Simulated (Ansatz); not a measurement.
`C[SiH](O)CS` + `NC1=COC1` → `C[SiH](N)CS` + `OC1=COC1`  (formal exchange of groups at the Si–O bond)

Program: Ansatz. Geometries: PBE0-D4/def2-TZVP. ΔE: electronic, gas phase. CBS: MP2 limit from def2 TZ/QZ plus the TZ coupled-cluster correction, frozen cores. DFT in def2-TZVPP. Each species was taken in one conformer, which may not be the lowest.

Q: Is it downhill or uphill in electronic energy at CCSD(T)/CBS, and by how much? (Best estimate.)

A: The calculation gave: Uphill: ΔE = +70.6 kJ/mol.

Q: What do these levels give: PBE-D4, ωB97X-V, CCSD/def2-TZVPP, HF/def2-QZVPP, MP2/def2-QZVPP, HF/CBS(def2)? (Estimate.)

A: Ansatz gave: PBE-D4 65.7, ωB97X-V 67.9, CCSD/def2-TZVPP 70.1, HF/def2-QZVPP 74.4, MP2/def2-QZVPP 73.6, HF/CBS(def2) 74.5 kJ/mol.

Largest T1 diagnostic among the species: 0.013.
